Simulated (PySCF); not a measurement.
NMR problem set

All values are calculated (PySCF 2.14.0 with density-fitted response routines): GFN2-xTB geometry, σ from GIAO-PBE0/pcSseg-1. Fast rotation and ring inversion assumed for equivalent nuclei, non-relativistic, single conformer, isolated molecule.

δ = σ(ref) − σ, references computed at the same level: TMS for ¹H (σref 31.72), ¹³C (σref 186.93). Splittings of carbon signals by F and P are missing where no couplings were computed. Where no couplings were computed, multiplicities follow the n + 1 count of equivalent neighbours, and m marks all less simple cases (inequivalent or close neighbours, rings, F or P nearby). Shifts are as computed. Against solution values, carbons near 30 ppm lie about +3 ppm off and those near 130 ppm about +5 ppm. Of 1211 compounds with measured shifts, 218 miss one by over three times the rms of a fit or turn the order of signals round; such compounds aren't used in these exercises.

(1) C₄H₃F₆NOSi. ¹H NMR (600 MHz, computed): δ 5.08 (m, 1H), 5.05 (m, 1H), 4.92 (m, 1H). ¹³C{¹H} NMR (computed): δ 136.0, 131.3, 116.3, 65.4. Identify the compound.

(2) CH₁₂OSi₅. ¹H NMR (300 MHz, computed): δ 5.75 (m, 2H), 5.74 (m, 2H), 4.48 (m, 1H), 3.50 (m, 2H), 3.11 (m, 2H), 0.49 (d, 3H). ¹³C{¹H} NMR (computed): δ -4.3 (CH3). Identify the compound.

(3) C₄H₉PSi₂. ¹H NMR (500 MHz, computed): δ 6.48 (m, 1H), 6.30 (m, 1H), 6.17 (m, 1H), 4.68 (m, 1H), 4.39 (m, 1H), 4.31 (m, 1H), 1.96 (m, 1H), 1.12 (m, 2H). ¹³C{¹H} NMR (computed): δ 144.0, 140.0, 106.6, 83.5. Give a structure.

Results:

(1) SMILES N#C[C@H](O[SiH2]C(F)(F)F)C(F)(F)F. Rings plus π bonds: 2 (no ring in the answer). 4 carbon signals for 4 carbons: no two carbons are equivalent. Carbon types of the structure: 3 × C, 1 × CH, leaving 2 H on heteroatoms. δC 136.0, 131.3: CF3 carbon; 3 electronegative neighbours deshield it. δC 116.3: nitrile carbon; C≡N carbons fall here, among the sp2 signals but without a proton. δC 65.4: sp3 CH bonded to O, α to a nitrile; pulled downfield by the heteroatom. δH 5.08: hydrogen on an sp3 CH bonded to O, α to a nitrile; its carbon carries O, hence the downfield position.

The data come from this structure; uniqueness wasn't tested.

(2) SMILES C[SiH]1[SiH2][SiH2]O[SiH2][SiH2]1. Rings plus π bonds: 1 (1 ring in the answer). Carbon types of the structure: 1 × CH3, leaving 9 H on heteroatoms. δC -4.3: methyl carbon bonded to Si; an electropositive neighbour leaves it electron-rich and shielded. δH 4.48: hydrogen on a silicon bonded to C, 2 Si, in a 6-membered ring. δH 3.50, 3.11: hydrogen on a silicon bonded to 2 Si, in a 6-membered ring. δH 0.49: hydrogen on a methyl carbon bonded to Si; an electropositive neighbour shields it, as in TMS itself.

The data come from this structure; uniqueness wasn't tested.

(3) `C#C[SiH2][Si@@H](P)C=C`. 4 carbon signals for 4 carbons: no two carbons are equivalent. Carbon types of the structure: 1 × C, 2 × CH, 1 × CH2, leaving 5 H on heteroatoms. δC 144.0: terminal =CH2 carbon; an sp2 carbon of a C=C bond. δC 140.0: alkene CH; the olefinic region. δC 106.6: terminal alkyne carbon. δC 83.5: alkyne carbon; the triple bond shields along its axis, which puts it between sp3 and sp2 carbons.

This is the structure that produced the data.
